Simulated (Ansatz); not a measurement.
Cs2I⁺. Total charge 1; triplet. Geometry PBE-D4/def2-TZVP, that of the neutral doublet; atoms count from 1.

```
atom   x (Å)   y (Å)   z (Å)
 Cs1  -1.534   0.230   2.038
 Cs2  -0.116  -0.580  -2.492
  I3   1.650   0.350   0.454
```

In the def2 sets Cs, I take a core potential; there is no spin–orbit coupling. At PBE0-D4/def2-TZVP a singlet of charge 1 lies 4.14 eV below the triplet at the same geometry. The structure comes from a short search, and lower isomers may exist.

Estimate the Mulliken populations from the PBE0/def2-TZVP orbitals of Ansatz.


```csv
atom,charge (e),spin (α − β)
Cs1,0.47,0.50
Cs2,0.47,0.50
I3,0.06,1.00
```
Mulliken values and Mayer orders depend strongly on the basis.

Where does the spin sit?

Summed by element: Cs 1.00, I 1.00, of 2 unpaired in all. Largest on single atoms: I3 1.00, Cs2 0.50, Cs1 0.50.

And the Mayer bond orders between bonded heavy atoms (over 0.3)?

Cs1–Cs2 0.50 (4.82 Å).
